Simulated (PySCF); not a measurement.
Cost of excited-state runs on `C[C@H]([C@@H](CCC)C)CC`, C9H20

Geometry:
```tsv
atom	x (Å)	y (Å)	z (Å)
C1	3.286	0.489	1.180
C2	2.246	0.741	0.094
C3	1.006	-0.130	0.300
C4	-0.138	0.209	-0.662
C5	0.261	-0.083	-2.111
C6	-1.461	-0.504	-0.307
C7	-1.353	-2.027	-0.375
C8	-2.029	-0.106	1.063
C9	-2.273	1.390	1.232
H10	4.175	1.093	1.009
H11	3.581	-0.559	1.190
H12	2.885	0.739	2.160
H13	2.691	0.530	-0.880
H14	1.957	1.795	0.108
H15	0.664	0.010	1.327
H16	1.289	-1.177	0.181
H17	-0.329	1.285	-0.590
H18	0.995	0.640	-2.458
H19	-0.605	-0.019	-2.766
H20	0.694	-1.076	-2.205
H21	-2.192	-0.188	-1.062
H22	-0.997	-2.353	-1.348
H23	-0.676	-2.402	0.388
H24	-2.330	-2.476	-0.208
H25	-1.366	-0.457	1.855
H26	-2.981	-0.629	1.189
H27	-1.338	1.941	1.284
H28	-2.858	1.778	0.401
H29	-2.824	1.576	2.152
```

PySCF with density fitting, on 1 thread of an Intel Xeon, shared host. Command: `OMP_NUM_THREADS=1 python excited_run.py task.json out`

Problem. How long does each of these runs take, and how much memory?
- magnetisability and related constants, HF/pcSseg-1; writes grids
- magnetisability and related constants, BLYP/6-31G*; guess huckel

Solution. 
```tsv
run	level	basis functions	wall time	peak memory (GiB)
magnetisability and related constants	HF/pcSseg-1	253	3.1 min	1.1
magnetisability and related constants	BLYP/6-31G*	166	110 s	0.67
```
Times from a shared host are rough.
